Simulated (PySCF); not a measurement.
The vertical singlet excitations below were computed for one of the candidates. Theory: PySCF 2.14.0, density-fitted response routines, TDDFT CAM-B3LYP/def2-SVPD, vertical, gas phase, core orbitals frozen in the response. Geometries: GFN2-xTB, one conformer each.

```json
{"state": "S1", "E (eV)": "6.38", "f": "0.065"}
{"state": "S2", "E (eV)": "6.98", "f": "0.012"}
{"state": "S3", "E (eV)": "7.03", "f": "0.021"}
{"state": "S4", "E (eV)": "7.08", "f": "0.0028"}
{"state": "S5", "E (eV)": "7.41", "f": "0.023"}
{"state": "S6", "E (eV)": "7.51", "f": "0.058"}
{"state": "S7", "E (eV)": "7.71", "f": "0.013"}
{"state": "S8", "E (eV)": "7.92", "f": "0.012"}
```

Task: Which candidate is it? All have the formula C3H11ClSi2.
A. `C[SiH2]C[SiH2]CCl`
B. `C[SiH2][Si@@H](C)CCl`
C. `CC[Si@@H]([SiH3])CCl`
D. `CC[SiH2][SiH2]CCl`
E. `C[Si@H]([SiH3])CCCl`

Result: D. Its S1, at 6.38 eV, is the lowest among the candidates; the nearest of the others has S1 at 6.70 eV. S1 is HOMO→LUMO (80%). Löwdin shares by element: HOMO chlorine 40%, silicon 31%, carbon 13% or more (atoms not listed hold the other 17%); LUMO silicon 43%, chlorine 10%, carbon 8% or more (atoms not listed hold the other 39%). At the same level the other candidates give, for their lowest levels:
- `C[SiH2]C[SiH2]CCl`: 6.81 eV (f 0.018); 7.24 eV (f 0.002); 7.54 eV (f 0.017); 7.99 eV (f 0.023); 8.07 eV (f 0.009); T1 6.14 eV; HOMO -9.34, LUMO 1.03 eV
- `C[SiH2][Si@@H](C)CCl`: 6.77 eV (f 0.015); 7.05 eV (f 0.050); 7.21 eV (f 0.021); 7.28 eV (f 0.002); 7.35 eV (f 0.028); T1 6.12 eV; HOMO -9.25, LUMO 0.81 eV
- `C[Si@H]([SiH3])CCCl`: 7.09 eV (f 0.002); 7.23 eV (f 0.002); 7.34 eV (f 0.034); 7.39 eV (f 0.058); 7.81 eV (f 0.052); T1 6.40 eV; HOMO -9.50, LUMO 0.74 eV
- `CC[Si@@H]([SiH3])CCl`: 6.70 eV (f 0.015); 7.01 eV (f 0.035); 7.16 eV (f 0.007); 7.21 eV (f 0.021); 7.26 eV (f 0.031); T1 6.10 eV; HOMO -9.24, LUMO 0.73 eV

The values belong to the conformer `[CH3:1][CH2:2][SiH2:3][SiH2:4][CH2:5][Cl:6]`: C1–C2–Si3–Si4 -64°, C2–Si3–Si4–C5 151°, Si3–Si4–C5–Cl6 178°.
Triplets come from the Tamm–Dancoff approximation.
